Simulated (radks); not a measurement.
Question: Sn IV, configuration [Ar] 3d10 4s2 4p5.5 4d10 5s1 4f0.5 (fractional occupations, a model configuration). Method: scalar-relativistic Kohn-Sham, BLYP, spin-polarised, spherical densities, point nucleus; open shells are filled with parallel spins first (spin-orbit coupling, left out, can overturn this in heavy ions); computed with a radial shooting solver on a logarithmic mesh with Libxc functionals. Some entries of the table are withheld. Estimate them.

orbital  occ.  eigenvalue (eV)  <1/r> (bohr^-1)  <r> (bohr)
1s up       1        -29056.76            53.09     0.02905
1s down     1        -29056.57            53.09     0.02905
2s up       1        -4417.701            12.12      0.1255
2s down     1        -4417.587            12.12      0.1255
2p up       3        -3969.992            11.65      0.1096
2p down     3        -3969.827            11.65      0.1096
3s up       1        -881.6771            4.301      0.3394
3s down     1        -881.4881            4.301      0.3394
3p up       3        -735.3860            4.095      0.3377
3p down     3        -735.1777            4.096      0.3377
3d up       5        -510.0510            3.866      0.3146
3d down     5        -509.8450            3.866      0.3145
4s up       1        -169.4221            1.704      0.8150
4s down     1        -168.6795            1.704      0.8150
4p up       3        -124.9460            1.550      0.8795
4p down   2.5        -124.2099            1.550      0.8794
4d up       5         -60.2708            1.249       1.064
4d down     5         -59.5016            1.251       1.062
5s up       1         -39.1577           0.6261       2.070
5s down     0         -38.0904           0.6239       2.079
5p up       0              (1)              (2)         (3)
5p down     0              (4)              (5)         (6)
6s up       0         -16.2986           0.3022       4.320
4f up     0.5         -11.8300           0.3536       3.571

Answer: 
(1) 5p up eigenvalue (eV): -29.5201
(2) 5p up <1/r> (bohr^-1): 0.5340
(3) 5p up <r> (bohr): 2.402
(4) 5p down eigenvalue (eV): -28.5508
(5) 5p down <1/r> (bohr^-1): 0.5289
(6) 5p down <r> (bohr): 2.423
